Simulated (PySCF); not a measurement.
Cu(2+) (copper, charge +2) across methods

[Ar] 3d8 4p1, one real determinant (an excited configuration). All numbers are calculated (PySCF 2.14, scalar relativity through the core potential, in aug-cc-pVTZ-PP with one added diffuse shell each of s, p, d, f, g type with ECP10MDF (7s7p6d4f3g, 113 functions)).

| method | E (hartree) | mean ε 3d α (eV) | mean ε 3d β (eV) | mean ε 4p α (eV) | Σ⟨r²⟩ (bohr²) | ⟨S²⟩ |
| --- | --- | --- | --- | --- | --- | --- |
| PBE0 | -195.6760 | -42.493 | -40.191 | -19.435 | 20.23 | 3.751 |
| UHF | -194.82832 | -51.221 | -48.264 | -21.150 | 20.52 | 3.752 |
| LC-wPBE | -195.7376 | -44.789 | -42.641 | -21.832 | 20.18 | 3.750 |
| PBE | -195.7028 | -39.262 | -37.161 | -18.691 | 20.23 | 3.750 |
| r2SCAN | -195.6421 | -39.600 | -37.508 | -18.907 | 20.14 | 3.751 |
| wB97M-V | -195.5848 | -44.720 | -42.739 | -21.350 | 20.27 | 3.751 |
| LDA | -195.2855 | -39.541 | -37.082 | -18.768 | 20.20 | 3.750 |
| wB97X | -195.7205 | -44.670 | -42.676 | -21.238 | 20.22 | 3.751 |

⟨L²⟩ = 14.01 against 20 for a pure G term, so this real determinant mixes terms. Energies and moments cover only the electrons outside the core potential.
